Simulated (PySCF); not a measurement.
## How methods differ on the ionisation energy of Ta(66+)

Ta(66+) [He] 2s2 2p3 [2p1/2^2 2p3/2^1, M_J = 3/2] → Ta(67+) [He] 2s2 2p2 [2p1/2^2, M_J = 0], as a difference of total energies. All numbers are calculated (PySCF 2.14, the two-component X2C-1e Hamiltonian, in an uncontracted even-tempered set (16 s from 51 bohr⁻², ratio 2.4; 13 p from 66 bohr⁻², ratio 2.4; 5 d from 220 bohr⁻², ratio 2.6; 4 f from 330 bohr⁻², ratio 2.6)). Correlated levels: nothing frozen; the 28 highest virtual spinors dropped. "Screened" scales the spin-orbit matrix elements by Boettger's factors to mimic the two-electron term; Breit and QED terms are absent.

```
                    method  ionisation energy (eV)
           GHF (spin-free)                 16611.4
          GMP2 (spin-free)                 16611.5
 GHF (screened spin-orbit)                 16167.3
GMP2 (screened spin-orbit)                 16167.4
```

For this ion Breit and QED terms and the two-electron picture change, all absent here, outweigh the correlation shift from GHF to GMP2.

The spin-free rows relax to the high-spin LS determinant and lack the spin-orbit shift.

The labels give the starting determinants; with spin-orbit coupling the two ends relaxed to ⟨J²⟩ = 3.75, ⟨L²⟩ = 2.60, ⟨S²⟩ = 1.46 and ⟨J²⟩ = 0.00, ⟨L²⟩ = 1.33, ⟨S²⟩ = 1.33.

For comparison: 16150 ± 40 eV (theoretical estimate listed by NIST; NIST Atomic Spectra Database, ionization energies).
